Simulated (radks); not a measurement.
The numbers below are computed, except where a source is named.
Problem. Excited configurations of neutral promethium: one electron is placed in a higher orbital outside [Xe] 4f5 6s1. The ground configuration is [Xe] 4f5 6s2. Level of theory: scalar-relativistic Kohn-Sham, PBE, spin-polarised, spherical densities, point nucleus; open shells are filled with parallel spins first (spin-orbit coupling, left out, can overturn this in heavy ions) (a radial shooting solver on a logarithmic mesh with Libxc functionals). Excitation = E - E(ground); binding = E(ion) - E, where the ion is the core of charge +1; n* = 1/sqrt(2 binding) in atomic units, and the quantum defect is n - n*.

outer orbital  excitation (eV)  binding (eV)     n*  quantum defect  eigenvalue (eV)  <r> (bohr)
5d                       1.111         4.403  1.758           3.242           -1.508       3.548
5f                       4.526         0.988  3.711           1.289           -0.468       16.10
6d                       3.944         1.570  2.944           3.056           -0.792       11.21
7d                       4.512         1.001  3.686           3.314           -0.590       20.46

Estimate the row for 7p.

Solution. excitation (eV) 3.850; binding (eV) 1.664; n* 2.860; quantum defect 4.140; eigenvalue (eV) -1.010; <r> (bohr) 12.74. The Delta-SCF ionisation energy is 5.514 eV (NIST Atomic Spectra Database: 5.582 eV, measured). Self-interaction in the functional shifts the binding energies and quantum defects, so they are the method's values and not measured ones. Open shells are spherical and high-spin; term and fine-structure splittings are not resolved. Spin-orbit splitting is averaged out at the scalar-relativistic level.
